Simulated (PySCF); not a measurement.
Br²⁺ (bromine, charge +2): MN15 calculation

Configuration: [Ar] 3d10 4s2 4p3, high-spin 4S determinant. Computed with PySCF 2.14 in aug-cc-pVDZ-PP with ECP10MDF (5s4p3d, 32 functions), with a scalar-relativistic core potential.

* Total energy: -416.0177 hartree
* One-electron energy: -707.6895 hartree
* Hartree (Coulomb) energy: 322.5396 hartree
* Exchange-correlation energy: -30.8678 hartree
* ⟨S²⟩: 3.7502
* ⟨L²⟩: 0.000
* Sum of ⟨r⟩: 19.16 bohr
* Sum of ⟨r²⟩: 24.90 bohr²
* Time after the integrals: 0.46 s of wall time on 1 thread of Neoverse-V2 (shared host)

```csv
shell,electrons,mean orbital energy (hartree),"rms radius, mean of both spins (bohr)"
3s β,1,-9.01181,0.606
3s α,1,-9.00686,0.606
3p α,3,-7.15697,0.622
3p β,3,-7.15403,0.622
3d α,5,-3.63473,0.642
3d β,5,-3.62787,0.642
4s α,1,-1.68281,1.72
4s β,1,-1.51831,1.72
4p α,3,-1.15470,1.98
```

Energies and moments cover only the electrons outside the core potential.
